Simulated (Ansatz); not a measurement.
Wavefunction ladder for CH$_{7}$AlBNSi (`B/C=[N]\[AlH][SiH3]`)

```xyz
12

B    -0.540   -1.540   -0.732
C    -0.083   -0.980   -2.093
N     0.678   -0.399   -1.286
Al    0.991   -0.128    0.494
Si   -0.207    1.791    1.409
H    -0.080   -2.578   -0.344
H    -1.462   -0.992   -0.184
H    -0.114   -0.884   -3.175
H     2.232   -0.918    1.066
H    -0.841    1.446    2.713
H    -1.279    2.239    0.478
H     0.705    2.946    1.653
```

The species carries charge 0 and has multiplicity 1. All single points use the PBE0-D4/def2-TZVP geometry. It is one conformer, not always the lowest. Frozen core, restricted reference, Ansatz. CBS rows extrapolate triple and quadruple zeta; past MP2 they add the triple-zeta difference.

| basis | HF (Eh) | MP2 corr. |
| --- | --- | --- |
| def2-TZVPP | -651.95186 | -0.68082 |
| def2-QZVPP | -651.97348 | -0.72574 |

(1) Estimate the CCSD correlation energy and the (T) correction in each basis where they were run (hartree).

## Answers

(1) 
```csv
basis,CCSD corr.,(T)
def2-TZVPP,-0.73387,-0.03326
CBS(def2),-0.81207,as TZ
```
